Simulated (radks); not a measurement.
The numbers below are computed, except where a source is named.
Q: These are the eigenvalues of the occupied orbitals of an atom or ion with whole-number occupations (eV). Code: a radial shooting solver on a logarithmic mesh with Libxc functionals. Model: scalar-relativistic Kohn-Sham, PBEsol, spin-polarised, spherical densities, finite nucleus; Fermi nuclear charge, rms radius of each element as measured or else 0.836 A^(1/3) + 0.57 fm.

1s up: -23024.33
1s down: -23024.31
2s up: -3338.216
2s down: -3337.930
2p up: -2992.347
2p down: -2992.126
3s up: -596.1900
3s down: -596.0139
3p up: -482.5109
3p down: -482.3145
3d up: -300.5931
3d down: -300.3128
4s up: -82.8790
4s down: -81.6303
4p up: -50.8669
4p down: -49.5420
4d up: -6.5113
4d down: -5.0303
5s up: -4.8092

Which element is it, and in what charge state? The configuration may be excited. Open shells, if any, are filled with parallel spins first.

A: Z = 45, rhodium, charge 0: Rh in [Kr] 4d8 5s1. The list shows which subshells hold electrons but not how many an open one holds; the 1s level, -846.13 hartree, gives Z - s = 41.1 by -(Z - s)^2/2, which with screening and relativity narrows Z to a few neighbours, and the depths of the outer levels then fix element, charge and occupations together.
